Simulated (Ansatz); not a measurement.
HfO2, SMILES [O]=[Hf]=[O], multiplicity 1.

The structure is a stationary point at B3LYP-D3(BJ)/def2-TZVP. The spin state was assumed, not searched. The isomer is the one that the SMILES or the coordinates give; other isomers of the formula were not compared. The def2 effective core potentials stand for the cores of Hf; spin–orbit coupling is left out.

Two levels are set side by side: PBE/def2-TZVPD (Ansatz, a program for electronic structure) and PBE0/def2-TZVPD (Ansatz). Energy differences of separate SCF runs at the same geometry; the states with an electron removed or added have multiplicity 2 and 2. Differences are taken from unrounded values.

```json
[
 {"quantity": "vertical ionisation energy (eV)", "PBE0": "8.92", "PBE": "8.90", "PBE minus PBE0": "-0.02"},
 {"quantity": "vertical electron affinity (eV)", "PBE0": "2.02", "PBE": "1.94", "PBE minus PBE0": "-0.08"},
 {"quantity": "vertical singlet–triplet gap (eV)", "PBE0": "1.39", "PBE": "1.39", "PBE minus PBE0": "0.00"}
]
```
